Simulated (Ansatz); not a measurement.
Species: 1,2-dihydrodisiline, C4H8Si2, net charge 0, singlet state. 
Geometry from a B3LYP-D3(BJ)/def2-TZVP (Ansatz, a first-principles code) optimisation:
```
C
C 1 1.3433
H 1 1.0871 2 115.96
H 2 1.0874 1 117.18 3 0.00
C 2 1.4695 4 112.64 1 180.00
C 5 1.3433 2 130.18 4 -180.00
H 6 1.0871 5 115.96 2 -180.00
H 5 1.0874 6 117.18 7 0.00
Si 1 1.8684 3 117.65 2 180.00
H 9 1.4854 1 109.75 3 -58.71
H 9 1.4854 10 107.09 1 -119.07
Si 6 1.8684 7 117.65 5 -180.00
H 12 1.4854 6 109.75 7 58.71
H 12 1.4854 13 107.09 6 119.07
```
Charge 0, spin multiplicity 1.

Atomisation energy built up term by term with Ansatz (kcal/mol; UHF references for open shells; valence terms freeze the core; atomic spin-orbit terms are left out). Basis-set limits of correlation are two-point, X^-3; Hartree-Fock from the larger set.

The Hartree-Fock reference is unstable (checked in the largest basis), which strains HF and MP2. 

```tsv
term	basis	kcal/mol
Hartree-Fock	cc-pV(Q+d)Z	?
CCSD correlation	CBS(cc-pV(T+d)Z,cc-pV(Q+d)Z)	304.41
(T)	CBS(cc-pV(T+d)Z,cc-pV(Q+d)Z)	?
core correlation	cc-pwCVTZ	4.39
scalar relativity (X2C)	cc-pVTZ-DK against cc-pVTZ	-1.96
sum: De		?
```

Question: Fill in the missing entries.

Answer: 
- Hartree-Fock, kcal/mol: 984.05
- (T), kcal/mol: 22.58
- sum: De, kcal/mol: 1313.5
